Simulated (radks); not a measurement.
Neutral thallium, configuration [Hg] 6p1 (the NIST ground configuration).

Method: Dirac Kohn-Sham, BLYP, spin-unpolarised, spherical densities, point nucleus; open shells are shared between the two j in proportion to 2j + 1; computed with a radial shooting solver on a logarithmic mesh with Libxc functionals.

Energy parts (hartree):
total: -20289.9278
kinetic: 23522.8840
electron-nucleus: -51281.4861
Hartree: 7851.6698
exchange-correlation: -382.9955

Orbitals (lengths in bohr, moments of r in powers of bohr; <r^-3> diverges for s and p1/2; r(max) is where P^2 peaks):
orbital,occ.,eigenvalue (hartree),<r^-3>,<1/r>,<r^2>,r(max)
1s1/2,2,-3142.003,-,99.55,0.0003686,0.01002
2s1/2,2,-558.9412,-,24.56,0.005545,0.05834
2p1/2,2,-536.4619,-,24.49,0.003911,0.04278
2p3/2,4,-460.5160,22400,19.69,0.005095,0.05039
3s1/2,2,-133.3838,-,9.006,0.03596,0.1642
3p1/2,2,-123.2652,-,8.914,0.03272,0.1530
3p3/2,4,-106.3815,5262,7.658,0.03909,0.1684
3d3/2,4,-89.71739,922.1,7.558,0.02987,0.1309
3d5/2,6,-86.11246,756.8,7.276,0.03159,0.1351
4s1/2,2,-29.75320,-,3.820,0.1731,0.3693
4p1/2,2,-25.39757,-,3.709,0.1760,0.3671
4p3/2,4,-21.29137,1284,3.274,0.2078,0.3985
4d3/2,4,-14.19283,203.4,3.075,0.2171,0.3902
4d5/2,6,-13.42709,163.1,2.976,0.2282,0.3998
5s1/2,2,-4.79557,-,1.573,0.8633,0.8084
4f5/2,6,-4.26283,35.23,2.624,0.2595,0.3557
4f7/2,8,-4.09381,33.41,2.586,0.2668,0.3602
5p1/2,2,-3.33353,-,1.448,1.000,0.8498
5p3/2,4,-2.58784,229.0,1.286,1.214,0.9280
5d3/2,4,-0.60900,22.20,0.9726,2.176,1.096
5d5/2,6,-0.52826,17.09,0.9313,2.375,1.132
6s1/2,2,-0.34749,-,0.5160,7.070,2.076
6p1/2,0.333333,-0.11459,-,0.3750,13.87,2.623
6p3/2,0.666667,-0.07690,10.36,0.3144,19.63,3.067

The highest occupied level is 6p3/2 at -2.093 eV. For comparison, the ionisation energy in NIST's Atomic Spectra Database is 6.108 eV (measured). In exact Kohn-Sham theory the highest level is minus the ionisation energy, but local and semilocal functionals leave it too shallow, through self-interaction and a potential that decays too fast; potentials with the right tail come closer. The density falls to 0.001 e/bohr^3 at r = 4.59 bohr.

Beside tabulated values, note that spin-unpolarised runs miss the spin-polarisation part of the exchange energy of open shells.
